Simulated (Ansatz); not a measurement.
Ansatz (a program for electronic structure) input file for Al(OH)(OMe)(NH2) (CH6AlNO2), SMILES [Al]([NH2])([OH])[O]C, PBE/def2-SVPD. Geometry: r2SCAN-D4/def2-SVP. Other conformers were not sampled.

Ansatz 0.2 input:
```yaml
crystal:
  periodic: [false, false, false]
  atoms:
    - {symbol: Al, position_ang: [0.15665803, 0.20401408, 0.44680843]}
    - {symbol: O, position_ang: [1.18899412, -0.13770110, 1.75359073]}
    - {symbol: H, position_ang: [1.71842556, -0.93585146, 1.81863869]}
    - {symbol: O, position_ang: [0.03460628, -0.91032425, -0.82687594]}
    - {symbol: C, position_ang: [-0.62930850, -1.07110106, -2.03880817]}
    - {symbol: H, position_ang: [-1.29546669, -0.22078412, -2.28993233]}
    - {symbol: H, position_ang: [0.09085923, -1.17894129, -2.87177170]}
    - {symbol: H, position_ang: [-1.25443104, -1.98391901, -2.02844484]}
    - {symbol: N, position_ang: [-0.74685776, 1.71906736, 0.48170175]}
    - {symbol: H, position_ang: [-0.68589518, 2.39623022, 1.23484483]}
    - {symbol: H, position_ang: [-1.39499395, 2.04842006, -0.22462565]}
basis:
  gaussian:
    orbitals: def2-SVPD
hamiltonian:
  xc: {name: PBE}
```

Log of the run:

```
WARN ansatz: RAYON_NUM_THREADS=1 ignored (pool sized by the plan → 1); use --threads N
Functional definition: PBE
integrals: 0.09 GiB planned
1327 factors; their error is unknown
mean field: 0.59 GiB planned
mean field evaluation 1: about -13279.4637 eV, gradient 1.1e2 eV
mean field evaluation 2: about -13188.4042 eV, gradient 2.2e2 eV
mean field evaluation 4: about -13300.5549 eV, gradient 2.4e1 eV
mean field evaluation 8: about -13301.6697 eV, gradient 2.4e-1 eV
mean field evaluation 16: about -13301.5977 eV, gradient 3.5e-4 eV
mean field -13301.59773637 eV, -488.8247006647 hartree, gradient 1.6e-5 eV, S^2 0.000000; 0 other end points of the search recorded, 0 dependent functions left out
reference -13301.59778823 eV, -488.8247025706 hartree; 24, 24 occupied and 134, 134 virtual orbitals, 1327 factors
Total energy: -13301.59778823 eV, -488.8247025706 hartree
```

The run converged.

Cost: roughly 5 core-seconds.
